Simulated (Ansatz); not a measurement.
`[GeH3][SiH]1CO1` → `O[CH]1[SiH2][GeH2]1`  (isomerisation)

Calculated with Ansatz (gas phase, PBE0-D4/def2-TZVP geometries, no zero-point term in ΔE). CCSD(T)/CBS adds triple-zeta CCSD(T) − MP2 to the extrapolated MP2 energy (def2 sets, frozen cores). Functionals use def2-TZVPP. B3LYP here is the variant with VWN-RPA as its local correlation; programs differ in this. For Ge outer-core shells are correlated without core-valence functions, which leaves a few kJ/mol of doubt a bond. Scalar relativity is left out up to krypton. Each species was taken in one conformer, which may not be the lowest.

`[GeH3][SiH]1CO1`:

Cartesian coordinates in Å:
```
Ge 0.249 0.397 1.763
Si 0.122 0.526 -0.599
C -0.247 -0.921 -1.625
O -1.313 0.028 -1.297
H -0.542 1.542 2.414
H -0.328 -0.947 2.229
H 1.715 0.502 2.213
H 0.750 1.720 -1.219
H -0.003 -0.939 -2.686
H -0.403 -1.908 -1.193
```

`O[CH]1[SiH2][GeH2]1`:

Cartesian coordinates in Å:
```
O 0.011 -1.089 -1.594
C -0.362 -0.631 -0.324
Si 0.967 -0.368 0.994
Ge -0.400 1.326 0.222
H -0.661 -0.815 -2.225
H -1.252 -1.120 0.090
H 2.353 -0.328 0.476
H 0.841 -1.089 2.285
H -1.703 1.809 0.862
H 0.206 2.305 -0.786
```

```
             level  ΔE (kJ/mol)  difference from CCSD(T)/CBS
            PBE-D4        104.9                         -4.2
         r2SCAN-D4        114.2                          5.1
           PBE0-D4        105.5                         -3.6
          B3LYP-D4        114.1                          5.0
           ωB97X-V        115.8                          6.7
           ωB97M-V        113.2                          4.1
            B2PLYP        117.2                          8.1
               PBE        106.2                         -2.9
            r2SCAN        114.4                          5.3
              PBE0        106.6                         -2.5
             B3LYP        116.4                          7.3
     HF/def2-TZVPP        126.0                         16.9
    MP2/def2-TZVPP        114.4                          5.3
SCS-MP2/def2-TZVPP        119.3                         10.2
   CCSD/def2-TZVPP        114.8                          5.7
CCSD(T)/def2-TZVPP        112.9                          3.8
     HF/def2-QZVPP        128.3                         19.2
    MP2/def2-QZVPP        112.9                          3.8
SCS-MP2/def2-QZVPP        118.0                          8.9
      HF/CBS(def2)        128.6                         19.5
     MP2/CBS(def2)        110.5                          1.4
    CCSD/CBS(def2)        111.0                          1.9
       CCSD(T)/CBS        109.1                            0
```

Largest T1 diagnostic among the species: 0.014.

In def2-TZVPP, CCSD(T) changes the Hartree–Fock value by −13.1 kJ/mol (the triples alone add −1.9 kJ/mol) and MP2 by −11.7 kJ/mol.
